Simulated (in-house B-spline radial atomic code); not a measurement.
A fraction x of an electron is removed from 3s in Mg⁺, starting from [Ne] 3s1 and keeping the highest spin. Level of theory: scalar-relativistic (X2C) PBEsol, spin-polarised, spherical fractional occupations, Fermi nucleus of rms radius 3.057 fm; calculated with an all-electron radial atomic-structure program (B-spline basis).

```tsv
x	E(x) - E(0) (eV)	3s up level (eV)
0	0.0000	-11.886
0.06	0.7254	-12.295
0.16	1.9891	-12.976
0.36	4.7193	-14.321
0.43	5.7381	-14.784
0.5	6.7889	-15.240
0.54	7.4037	-15.498
0.67	9.4723	-16.323
0.77	11.1358	-16.947
0.97	14.6522	-18.191
1	15.1978	-
```

The exact functional would give a straight line between the two integer points. Deviations E(x) - E(0) - x[E(1) - E(0)], in eV: -0.186 at x = 0.06, -0.443 at x = 0.16, -0.752 at x = 0.36, -0.797 at x = 0.43, -0.81 at x = 0.5, -0.803 at x = 0.54, -0.71 at x = 0.67, -0.567 at x = 0.77, -0.09 at x = 0.97.

The curve lies below the straight line by up to 0.81 eV (at x = 0.5): convex, the delocalisation error that favours fractional charges.

Question: How well does Slater's transition state (minus the level at half occupation) give the ionisation energy?

Answer: It gives 15.240 eV against 15.198 eV from the two total energies; NIST lists 15.04 eV, ground level to ground level.
